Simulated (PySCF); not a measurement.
Ligands exchanged one at a time, In NH2-H. All species are isolated molecules in the gas phase. One relaxed conformer stands for each flexible species; it need not be the lowest. Strings in code marks are SMILES.

All values below come from TPSSh-D3(BJ)/def2-TZVP // CAM-B3LYP-D3(BJ)/def2-TZVP run with PySCF. All candidates: neutral, multiplicity 1. Delta-SCF ions had no search for a lower state. 

| Property | Result |
|---|---|
| HOMO | -6.20 eV |
| LUMO | -1.33 eV |
| vertical ionisation energy (Delta-SCF) | 9.06 eV |

### Question
Identify which member has these values.
(A) `[NH2][InH2]`
(B) `[NH2][InH][NH2]`
(C) `[InH3]`

### Answer
A, `[NH2][InH2]`. The others give `[NH2][InH][NH2]`: -5.79 eV, -0.61 eV, 8.31 eV; `[InH3]`: -7.64 eV, -2.17 eV, 10.47 eV
